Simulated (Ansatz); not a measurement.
Cost and result for the atomization energy of `Cl[SiH2][S][SbH2]` (8 atoms, 7 bonds).

The species carries charge 0 and has multiplicity 1. Correlated methods include outer-core shells of Sb, which these sets cover unevenly. Sb takes the def2 core potential. All single points use the PBE0-D4/def2-TZVP geometry. It is one conformer, not always the lowest. Program: Ansatz. All runs use 4 threads of an Arm Neoverse V2 on a shared host. Times are those of one run each, without the atoms' runs, and a repeat can differ threefold. Electronic energies, without spin–orbit coupling; frozen cores. CCSD(T)/CBS adds CCSD(T) − MP2 in def2-TZVPP to the MP2 limit, and its time is that of the two runs behind it. T1 = 0.012. With those shells the extrapolation isn't a true limit. B3LYP takes the VWN-RPA correlation (the form of Gaussian; ORCA's B3LYP/G).

CCSD(T)/CBS is a level of theory with its own doubt, some kJ/mol a heavy atom from the limit and from the frozen cores, so smaller differences don't rank the functionals.

| level | functions | atomization (kcal/mol) | difference from CCSD(T)/CBS | per bond |
| --- | --- | --- | --- | --- |
| CCSD(T)/def2-TZVPP | 232 | 500.8 | -21.5 | -3.1 |
| r2SCANh-D4/def2-TZVPP | 232 | 516.9 | -5.4 | -0.8 |
| BHLYP-D4/def2-TZVPP | 232 | 507.9 | -14.4 | -2.0 |
| CCSD(T)/def2-SVP | 100 | 461.8 | -60.5 | -8.6 |
| LDA (SPW92)/def2-TZVPP | 232 | 593.5 | 71.2 | 10.2 |
| PBE0-D4/def2-TZVPP | 232 | 515.4 | -6.9 | -1.0 |
| r2SCAN-D4/def2-TZVPP (with forces) | 232 | 520.3 | -2.0 | -0.3 |
| CAM-B3LYP-D4/def2-TZVPP | 232 | 516.7 | -5.6 | -0.8 |
| MP2/def2-QZVPP | 412 | 513.4 | -8.9 | -1.3 |
| CCSD(T)/CBS(def2) | – | 522.3 | 0.0 | 0.0 |
| PBE-QIDH/def2-TZVPP | 232 | 509.9 | -12.4 | -1.8 |
| B3LYP-D4/def2-TZVPP (with forces) | 232 | 518.8 | -3.5 | -0.5 |
| B2PLYP/def2-TZVPP | 232 | 507.2 | -15.1 | -2.2 |

Problem. Order the runs by time, with rough figures. (Estimate.)

Solution. Ansatz gave: LDA (SPW92)/def2-TZVPP 1.1 s; PBE0-D4/def2-TZVPP 3 s; BHLYP-D4/def2-TZVPP 3.1 s; CCSD(T)/def2-SVP 3.2 s; CAM-B3LYP-D4/def2-TZVPP 3.4 s; B3LYP-D4/def2-TZVPP (with forces) 4.5 s; B2PLYP/def2-TZVPP 4.7 s; r2SCAN-D4/def2-TZVPP (with forces) 4.8 s; PBE-QIDH/def2-TZVPP 5 s; r2SCANh-D4/def2-TZVPP 5.5 s; MP2/def2-QZVPP 15 s; CCSD(T)/def2-TZVPP 120 s; CCSD(T)/CBS(def2) 2.2 min.

In def2-TZVPP, CCSD(T) changes the Hartree–Fock value by +141.4 kcal/mol (the triples alone add +10.0 kcal/mol) and MP2 by +141.2 kcal/mol; breaking electron pairs costs correlation energy, which Hartree–Fock lacks. From r2SCAN to r2SCAN0 (25 % exact exchange), in def2-TZVPP and without D4, the atomization energy moves by −8.5 kcal/mol: exact exchange takes away binding that semilocal exchange gives to molecules. At CCSD(T), def2-SVP lies −60.5 kcal/mol from the extrapolated value and def2-TZVPP −21.5 kcal/mol: correlation converges slowly with the basis, and small sets miss more of it in the bonded molecule than in its fragments.
